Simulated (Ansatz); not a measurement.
The cluster Na₂Pb⁻. Total charge -1; doublet. Geometry PBE0-D4/def2-TZVPD.

```tsv
atom	x (Å)	y (Å)	z (Å)
Na1	-1.745	0.441	-1.098
Na2	0.955	0.822	1.690
Pb3	0.790	-1.263	-0.592
```

In the def2 sets Pb takes a core potential; there is no spin–orbit coupling. HSE06 is defined as in plane-wave codes, on full-range PBE exchange. At PBE-D4/def2-SVPD, revPBE-D4/def2-TZVPD, PBE0-D4/def2-SVPD, HSE06-D4/def2-TZVPD and others the charge -1 doublet is spin-contaminated (final ⟨S²⟩ up to 1.46, 0.75 for a pure state). At PBE-D4/def2-SVPD, revPBE-D4/def2-TZVPD, PBE0-D4/def2-SVPD, HSE06-D4/def2-TZVPD the highest occupied level of the charge -1 doublet lies above zero (up to 0.46 eV). It is a level of β spin, whose loss leaves a triplet; that state wasn't run at this geometry and level. The electron is either unbound and held by the finite basis, or the level is raised by self-interaction error. The geometry of the doublet was relaxed on an unsound state (⟨S²⟩ 1.41, where a pure state has 0.75). The structure comes from a short search, and lower isomers may exist.

Question: Estimate the α-spin orbital energies around the gap (eV) in Ansatz with PBE-D4/def2-SVPD, revPBE-D4/def2-TZVPD, PBE0-D4/def2-SVPD, HSE06-D4/def2-TZVPD, BHLYP-D4/def2-TZVPD.

Answer: 
| orbital | PBE-D4/def2-SVPD | revPBE-D4/def2-TZVPD | PBE0-D4/def2-SVPD | HSE06-D4/def2-TZVPD | BHLYP-D4/def2-TZVPD |
| --- | --- | --- | --- | --- | --- |
| HOMO−13 | -24.34 | -24.43 | -27.94 | -27.48 | -31.31 |
| HOMO−12 | -24.34 | -24.42 | -27.94 | -27.48 | -31.30 |
| HOMO−11 | -24.33 | -24.42 | -27.93 | -27.48 | -31.30 |
| HOMO−10 | -24.33 | -24.42 | -27.93 | -27.48 | -31.30 |
| HOMO−9 | -24.33 | -24.41 | -27.93 | -27.47 | -31.30 |
| HOMO−8 | -15.94 | -16.01 | -18.27 | -17.86 | -20.33 |
| HOMO−7 | -15.94 | -16.01 | -18.26 | -17.85 | -20.33 |
| HOMO−6 | -15.90 | -15.97 | -18.24 | -17.83 | -20.31 |
| HOMO−5 | -15.87 | -15.95 | -18.19 | -17.80 | -20.27 |
| HOMO−4 | -15.86 | -15.93 | -18.19 | -17.79 | -20.27 |
| HOMO−3 | -7.30 | -7.38 | -8.90 | -8.49 | -10.11 |
| HOMO−2 | -0.11 | -0.17 | -0.91 | -0.56 | -1.39 |
| HOMO−1 | 0.18 | 0.10 | -0.64 | -0.30 | -1.13 |
| HOMO | 0.40 | 0.31 | -0.46 | -0.11 | -0.96 |
| LUMO | 1.29 | 1.25 | 1.70 | 1.34 | 1.93 |
| LUMO+1 | 1.61 | 1.52 | 2.05 | 1.67 | 1.94 |
| LUMO+2 | 2.18 | 1.91 | 2.58 | 2.04 | 2.31 |
| LUMO+3 | 2.38 | 1.97 | 2.75 | 2.10 | 2.40 |
| LUMO+4 | 2.53 | 2.04 | 2.92 | 2.20 | 2.43 |
| LUMO+5 | 2.55 | 2.09 | 2.96 | 2.25 | 2.47 |
| β HOMO | 0.46 | 0.43 | 0.05 | 0.32 | -0.26 |
| β LUMO | 1.26 | 1.21 | 1.73 | 1.35 | 2.05 |
